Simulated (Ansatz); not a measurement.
Two isomers of C5H8O2: A = `C=C(CC)C(=O)O`, B = `CC(=O)CC(C)=O`.

Calculated with Ansatz (gas phase, PBE0-D4/def2-TZVP geometries, no zero-point term in ΔE). CBS: MP2 limit from def2 TZ/QZ plus the TZ coupled-cluster correction, frozen cores. Functionals use def2-TZVPP. B3LYP here is the variant with VWN-RPA as its local correlation; programs differ in this. Each species was taken in one conformer, which may not be the lowest.

A:

Z-matrix (Å, degrees):
```
C
C 1 1.498
C 1 1.525 2 112.8
H 1 1.094 2 108.8 3 121.2
H 1 1.093 2 108.5 3 -122.1
C 2 1.331 1 123.8 3 107.0
C 2 1.485 1 115.7 3 -73.2
H 3 1.091 1 110.9 2 60.3
H 3 1.092 1 110.6 2 180.0
H 3 1.093 1 110.9 2 -60.1
H 6 1.082 2 121.6 1 -179.2
H 6 1.085 2 120.7 1 1.0
O 7 1.205 2 123.9 1 -5.9
O 7 1.345 2 114.2 1 174.5
H 14 0.967 7 105.9 2 179.0
```

B:

```xyz
15

C    -0.408    2.076   -0.695
C    -0.198    0.631   -1.030
O     0.485    0.256   -1.948
C    -0.865   -0.370   -0.096
C     0.124   -0.665    1.025
C     1.087   -1.784    0.768
O     0.136    0.003    2.027
H    -1.457    2.338   -0.865
H     0.232    2.705   -1.311
H    -0.210    2.242    0.368
H    -1.088   -1.272   -0.666
H    -1.767    0.051    0.348
H     1.536   -1.666   -0.222
H     0.542   -2.733    0.756
H     1.852   -1.811    1.541
```

**Question.** Which is lower in electronic energy at CCSD(T)/CBS, and by how much? (Best estimate.)

**Answer.** The calculation gave: A, by 19.4 kJ/mol.

**Question.** Give E(B) − E(A) in kJ/mol with B2PLYP, HF/def2-TZVPP, r2SCAN-D4, B3LYP, B3LYP-D4, ωB97M-V, PBE0-D4. (An estimate is asked.)

**Answer.** Ansatz gave: B2PLYP 13.9, HF/def2-TZVPP 8.3, r2SCAN-D4 12.4, B3LYP 11.4, B3LYP-D4 12.5, ωB97M-V 14.3, PBE0-D4 14.5. None reverses the order clearly.

Largest T1 diagnostic: 0.015.

In def2-TZVPP, CCSD(T) changes the Hartree–Fock value by +9.3 kJ/mol (the triples alone add +1.6 kJ/mol) and MP2 by +12.4 kJ/mol. From PBE to PBE0 (25 % exact exchange), in def2-TZVPP and without D4, E(B) − E(A) moves by +4.4 kJ/mol.
